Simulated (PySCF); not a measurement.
**Electron correlation in B⁺ (boron, charge +1)**

[He] 2s2, closed-shell 1S. Computed with PySCF 2.14 in aug-cc-pVDZ (4s3p2d, 23 functions), with the non-relativistic Hamiltonian (point nucleus). Frozen: 1s2; 2 electrons correlated.

Total MP2 correlation energy: -32.66 mhartree.

Same-spin part 0.00 and opposite-spin part -32.66 mhartree; SCS-MP2 scales them by 1/3 and 6/5 to -39.19 mhartree.

With two correlated electrons CCSD is exact within the correlated space (frozen core and kept virtual orbitals).

```json
{"level": "CCSD", "correlation energy (mhartree)": "-58.68"}
```

Diagnostics: T1 = 0.012, D1 = 0.0167, largest double amplitude 0.151.

Q: Is a single reference adequate?

A: Not fully. A double-excitation amplitude exceeds 0.15, a sign of near-degeneracy.
